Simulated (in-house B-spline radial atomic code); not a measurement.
Spin-orbit splittings of orbital energies (j = l + 1/2 less j = l - 1/2) and ratios of mean radii (lower j over upper j) along the 46-electron series, configuration [Kr] 4d10. Computed with a B-spline radial code for spherical atoms: Dirac-Hartree-Fock, average of the configuration, finite nuclei.

```csv
ion,Z,splitting of 3d (eV),radius ratio of 3d,splitting of 2p (eV),radius ratio of 2p,splitting of 3p (eV),radius ratio of 3p
Te6+,52,10.884,0.98809,275.64,0.948,52.812,0.96567
I7+,53,12.018,0.98766,299.95,0.94589,57.991,0.9644
Xe8+,54,13.24,0.98722,325.92,0.94373,63.564,0.9631
Cs9+,55,14.555,0.98676,353.63,0.94152,69.552,0.96177
Ba10+,56,15.967,0.9863,383.18,0.93927,75.979,0.96041
La11+,57,17.481,0.98582,414.65,0.93696,82.869,0.95903
Ce12+,58,19.103,0.98534,448.14,0.93461,90.247,0.95761
Pr13+,59,20.836,0.98485,483.76,0.9322,98.139,0.95617
Nd14+,60,22.688,0.98434,521.59,0.92974,106.57,0.95469
Pm15+,61,24.662,0.98383,561.76,0.92723,115.58,0.95318
Sm16+,62,26.765,0.9833,604.37,0.92467,125.18,0.95164
Eu17+,63,29.001,0.98277,649.53,0.92205,135.41,0.95007
Gd18+,64,31.378,0.98222,697.38,0.91938,146.3,0.94846
Tb19+,65,33.899,0.98166,748.04,0.91665,157.89,0.94682
Dy20+,66,36.573,0.9811,801.63,0.91387,170.2,0.94515
Ho21+,67,39.404,0.98052,858.3,0.91103,183.29,0.94344
Er22+,68,42.399,0.97994,918.19,0.90813,197.17,0.94169
Tm23+,69,45.565,0.97934,981.44,0.90518,211.9,0.93991
Yb24+,70,48.908,0.97873,1048.21,0.90216,227.51,0.93809
Lu25+,71,52.435,0.97812,1118.67,0.89908,244.05,0.93623
```

With what power of Z does the column «splitting of 3d (eV)» change over this range?

A fit of the logarithm of its size against log Z from Z = 52 to 71 has slope 5.04. An unscreened hydrogenic electron would give 4 at low Z; screening makes the apparent power larger near the neutral end, and relativity raises it again at high Z.
